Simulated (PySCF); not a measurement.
SMILES CC[SiH2][GeH3] at its GFN2-xTB optimised geometry (Å):

```
14

C      1.6517    -0.7026     0.0000
C      0.1282    -0.7026     0.0000
Si    -0.5837     1.0635     0.0000
Ge     0.3471     2.2614    -1.7807
H      2.0449    -1.7176    -0.0322
H      2.0334    -0.1644    -0.8692
H      2.0365    -0.2183     0.8954
H     -0.2343    -1.2534     0.8688
H     -0.2286    -1.2410    -0.8807
H     -0.2575     1.7176     1.2734
H     -2.0449     0.9966    -0.1170
H     -0.5006     3.3715    -2.3281
H      1.6495     2.9513    -1.4917
H      0.6705     1.4569    -3.0083
```

Level of theory: PySCF with B3LYP/def2-TZVP. Cells within 0.4 Å of a nucleus heavier than hydrogen are left out (blank, or x).

Map of the LUMO amplitude (bohr^(-3/2)) on the plane z = 0.0 Å; orbital energy -0.09 eV, overall sign arbitrary:

```
|2222233333333333322222222|
|2222333334444433332222222|
|2223333444444443332222222|
|2223334455555443332222222|
|2223334556665543322222222|
|2223334567776433222222222|
|2223334578986432222222222|
|2222233579985321111222222|
|2222222357753110111122222|
|2222110133xx1000011122222|
|2221100001xx1000111222222|
|2221100001343221222222222|
|2221110012466532333332222|
|222111111358x643xx5433222|
|222211112358xx32xx5433222|
|2222211122453222244333222|
|2222221122232211223332222|
|2222222222221111112222222|
|2222222221111111111222222|
|2222222221111111111222222|
|2222222222111111112222222|
|2222222222222222222222222|
|2222222222222222222222222|
|2222222222222222222222222|
|2222222222222222222222222|
```
Scale: ten equal steps from -0.049 (start of '0') to 0.132 (end of '9'), in the order '0123456789'; x runs from -4.50 to 4.50, y from -4.50 (bottom) to 4.50 (top).
